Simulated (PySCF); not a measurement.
**Computed properties of CdBrI, SMILES [Br][Cd][I]**

CdBrI, SMILES [Br][Cd][I]. Coordinates come from a B3LYP-D3(BJ)/def2-SVP optimisation. The def2 effective core potentials stand for the cores of Cd, I; spin–orbit coupling is left out. Other conformers were not sampled. All values are computed for the isolated molecule unless a solvent is named; none is compared with measurement here.

**Structure.** The optimised structure has C∞v symmetry. All 4 harmonic modes at B3LYP-D3(BJ)/def2-SVP (PySCF) are real, so it is a minimum. With heavy atoms numbered as in [Cd:1]([Br:2])[I:3], the shortest bond between them is Cd1–Br2 at 2.433 Å and the longest Cd1–I3 at 2.609 Å.

**Vibrations.** The strongest infrared lines (harmonic, unscaled, degenerate partners summed) lie at 293 cm⁻¹ (36 km/mol, Cd 60 %, Br 32 %), 56 cm⁻¹ (7 km/mol, Cd 63 %, Br 24 %, I 13 %). The softest mode is at 56 cm⁻¹ and the zero-point energy is 0.8 kcal/mol.

**Electronic structure.** r2SCAN/def2-TZVPD (PySCF) places the frontier levels at -7.08 and -3.12 eV, a gap of 3.96 eV, and gives a dipole moment of 0.68 D and a mean polarisability of 94.5 bohr³.

**Excitations.** TDA-B3LYP/def2-SVPD (PySCF) has S1 at 3.89 eV (319 nm, f = 0.010, weak); the most intense of the 10 singlets computed lies at 5.49 eV (f = 0.06). Strengths of degenerate partners are summed. T1 (TDA) is at 3.56 eV, 0.33 eV under S1. No vertical singlet excitation falls in the visible range (under 3.1 eV).
